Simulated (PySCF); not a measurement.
Molecule: Sn(OH)2(SiH3)2, H8O2Si2Sn, SMILES [OH][Sn]([OH])([SiH3])[SiH3], singlet. Atoms near the plane z = 0.0 Å, at the PBE0/def2-SVP optimised geometry (x, y, z in Å): Si5 (-0.5, -0.4, 0.0), H11 (-1.0, 1.0, 0.0), H13 (1.0, -0.4, 0.0).

Level of theory: PBE0/def2-TZVP, def2 effective core potentials past Kr run with PySCF. The core electrons that the potentials of Sn replace are not part of the density. Cells within 0.4 Å of a nucleus heavier than hydrogen are left out (blank, or x). The values are rescaled to run from 0 to 1.

```
|00000000000000000000000000000|
|00000000000000000000000000000|
|00000000000000000000000000000|
|00000000111111000000000000000|
|00000011222222110000000000000|
|00000122333333211000000000000|
|00001233444444322100000000000|
|00001234556555432210000000000|
|00012345667765543221100000000|
|00012345678876544332211000000|
|00012456789877654443321100000|
|00013456788887665554432100000|
|00123456778877766665443210000|
|00123456677887777776543210000|
|001234556789x9877887654321000|
|00123455678xxx988898754321000|
|00123455678xxx988898654321000|
|011234556779x9877877654321000|
|11123455677777777766543210000|
|11223445666766666655443210000|
|11223345566666555544332100000|
|11122344555555544433321000000|
|21122334444544433322210000000|
|21112233344443332211100000000|
|21111222333333221110000000000|
|11111112222222211000000000000|
|11000011111211110000000000000|
|10000000111111110000000000000|
|00000000001111100000000000000|
```
Scale: ten equal steps from 0.000 (start of '0') to 1.00 (end of '9'), in the order '0123456789'; x runs from -3.50 to 3.50, y from -3.50 (bottom) to 3.50 (top).

Question: Which quantity is mapped?
(A) an orbital amplitude
(B) log10 of the electron density
(C) electron localisation function
(D) electrostatic potential

Answer: B, log10 of the electron density. In full: log10 of the electron density (e/bohr³), floored at −4.
